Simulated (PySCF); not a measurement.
PySCF 2.14 output of a UHF calculation on a single atom or ion in aug-cc-pwCVTZ-DK3 with one added diffuse shell each of s, p, d, f type (11s10p8d5f1g, 125 functions), with the spin-free X2C one-electron Hamiltonian (Gaussian nucleus):

```
SCF conv_tol = 1e-09
number electrons alpha = 26  beta = 23
cycle= 1 E= -6172.81324317003  delta_E= -0.00255  |g|= 0.0167  |ddm|= 0.0714
cycle= 2 E= -6172.81351873306  delta_E= -0.000276  |g|= 0.00598  |ddm|= 0.0241
cycle= 3 E= -6172.81356018297  delta_E= -4.14e-05  |g|= 0.000659  |ddm|= 0.0137
cycle= 4 E= -6172.81356061335  delta_E= -4.3e-07  |g|= 0.000244  |ddm|= 0.0016
cycle= 5 E= -6172.81356064329  delta_E= -2.99e-08  |g|= 6.78e-05  |ddm|= 0.000421
cycle= 6 E= -6172.81356064721  delta_E= -3.93e-09  |g|= 9.58e-06  |ddm|= 0.000181
cycle= 7 E= -6172.81356064756  delta_E= -3.49e-10  |g|= 3.04e-06  |ddm|= 5.17e-05
converged SCF energy = -6172.81356064756  <S^2> = 3.7517764  2S+1 = 4.0008881
```

The run itself started from symmetry-adapted Hartree-Fock orbitals and held the occupation by maximum overlap, so the iterations belong to that start.

Question: Which element, charge and spin multiplicity is this?

Answer: Sn+ (tin, charge +1), multiplicity 4; the state was [Kr] 4d10 5s1 5p1 5d1, one real determinant (an excited configuration).

⟨L²⟩ = 8.02 against 12 for a pure F term, so this real determinant mixes terms. The outer electron is Rydberg-like, and this basis confines it to a smaller radius and binds it less than a complete one would.
